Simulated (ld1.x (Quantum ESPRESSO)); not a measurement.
What one change does to a pseudopotential (Mn, TM)

* Element: manganese (Mn)
* Generator: ld1.x (Quantum ESPRESSO) 7.5
* Type: norm-conserving Troullier–Martins (Kleinman–Bylander form)
* Functional: PBE
* Relativity: scalar-relativistic
* Frozen core: [Ne]
* Valence charge: 15
* Reference configuration: 3s2 3p6 3d4 4s0 4p0 (charge +3)
* Partial waves: 3s (bound): rc 0.80 bohr; 3p (bound): rc 1.20 bohr; 3d (bound): rc 1.15 bohr
* Local potential: the d channel
* Core correction: Bessel-smoothed model core inside 0.50 bohr

Change: all radii but the core radius scaled by about 1.15 (s 0.92, p 1.38, d 1.32 bohr).

Cutoffs: the cutoffs (Ry, on a coarse ladder) from which the occupation-weighted sum of valence levels, in a spherical-Bessel basis at the reference potential, stays within 10 and 1 mRy of its value at 400 Ry; they do not see the model core or the augmentation charge, which bear on the density cutoff. Errors are all-electron minus pseudo energies relative to the spin-unpolarised reference configuration.

Problem. How do hardness, ghosts and transferability respond?

Solution. Of the 7 tests that both files solve, the error grows in 4 and shrinks in 3 by more than 15 % and 0.3 meV (median size 26.4 → 45.2 meV); neither file shows a bound ghost.

```tsv
quantity	base	changed
cutoff, loose	180 Ry	160 Ry
cutoff, tight	over 300 Ry	300 Ry
loose cutoff by channel (10 mRy a level)	s 160 Ry, p 50 Ry, d 140 Ry	s 140 Ry, p 50 Ry, d 110 Ry
bound ghosts	none	none
error for 3s2 3p6 3d5 4s2 4p0, meV [ΔE -56.53 eV]	+110	-72
error for 3s2 3p6 3d5 4s1 4p0, meV [ΔE -48.12 eV]	+75	-46
error for 3s2 3p6 3d5 4s0 4p0, meV [ΔE -32.52 eV]	-1.9	-8.4
error for 3s2 3p6 3d6 4s0 4p0, meV [ΔE -49.72 eV]	-16	-45
error for 3s2 3p6 3d5 4s0 4p2, meV [ΔE -48.60 eV]	-26	-106
error for 3s2 3p6 3d4 4s2 4p0, meV [ΔE -43.35 eV]	+251	-19
error for 3s2 3p6 3d3 4s0 4p0, meV [ΔE 50.76 eV]	+11	+19
```
